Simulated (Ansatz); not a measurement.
Cost and result for the atomization energy of `C=C[SiH2]S[SiH3]` (13 atoms, 12 bonds).

```xyz
13

C    -0.4453   -0.2959    2.0080
C    -1.1186   -0.3977    0.8646
Si   -1.1145    0.9528   -0.4051
S    -0.2348    0.2956   -2.2444
Si    1.6066   -0.4322   -1.4404
H     0.1281    0.5937    2.2542
H    -0.4356   -1.0914    2.7480
H    -1.6694   -1.3145    0.6613
H    -2.4891    1.3703   -0.7799
H    -0.3578    2.1038    0.1536
H     2.5604   -0.5016   -2.5747
H     2.1200    0.4987   -0.4017
H     1.4500   -1.7817   -0.8435
```

Total charge 0; spin multiplicity 1. Geometry: relaxed with PBE0-D4/def2-TZVP. It is one conformer, not always the lowest. Program: Ansatz. All runs use 4 threads of an Arm Neoverse V2 on a shared host. Times are those of one run each, without the atoms' runs, and a repeat can differ threefold. Electronic energies, without spin–orbit coupling; frozen cores. CCSD(T)/CBS adds CCSD(T) − MP2 in def2-TZVPP to the MP2 limit, and its time is that of the two runs behind it. T1 = 0.012. B3LYP takes the VWN-RPA correlation (the form of Gaussian; ORCA's B3LYP/G).

CCSD(T)/CBS is a level of theory with its own doubt, some kJ/mol a heavy atom from the limit and from the frozen cores, so smaller differences don't rank the functionals.

```csv
level,functions,wall time
PBE-D4/def2-TZVPP (with forces),300,4.3 s
PBE0-D4/def2-TZVPP,300,5.5 s
r2SCAN-D4/def2-TZVPP (with forces),300,8 s
B3LYP-D4/def2-TZVPP (with forces),300,8.5 s
B2PLYP/def2-TZVPP,300,9.5 s
ωB97X-V/def2-TZVPP,300,13 s
ωB97M-V/def2-TZVPP (with forces),300,19 s
MP2/def2-QZVPP,564,42 s
CCSD(T)/def2-TZVPP,300,5 min
CCSD(T)/CBS(def2),–,5.7 min
```

Task: What atomization energy does each give, and how far from CCSD(T)/CBS? (Estimate.)

Result: Ansatz gave: 
```
                             level  atomization (kJ/mol)  difference from CCSD(T)/CBS  per bond
   PBE-D4/def2-TZVPP (with forces)                4557.1                         21.4       1.8
                PBE0-D4/def2-TZVPP                4521.9                        -13.8      -1.2
r2SCAN-D4/def2-TZVPP (with forces)                4540.7                          5.0       0.4
 B3LYP-D4/def2-TZVPP (with forces)                4527.8                         -7.9      -0.7
                 B2PLYP/def2-TZVPP                4468.0                        -67.7      -5.6
                ωB97X-V/def2-TZVPP                4556.6                         20.9       1.7
  ωB97M-V/def2-TZVPP (with forces)                4547.6                         11.9       1.0
                    MP2/def2-QZVPP                4512.6                        -23.1      -1.9
                CCSD(T)/def2-TZVPP                4417.0                       -118.7      -9.9
                 CCSD(T)/CBS(def2)                4535.7                          0.0       0.0
```

In def2-TZVPP, CCSD(T) changes the Hartree–Fock value by +1001.0 kJ/mol (the triples alone add +59.1 kJ/mol) and MP2 by +1026.4 kJ/mol; breaking electron pairs costs correlation energy, which Hartree–Fock lacks. The D4 term adds +57.9 kJ/mol with B3LYP and +30.8 kJ/mol with PBE0; it sums over pairs of atoms, weighted by their polarisabilities, and B3LYP, whose exchange is more repulsive, gets the larger term. From PBE to PBE0 (25 % exact exchange), in def2-TZVPP and without D4, the atomization energy moves by −30.2 kJ/mol: exact exchange takes away binding that semilocal exchange gives to molecules.
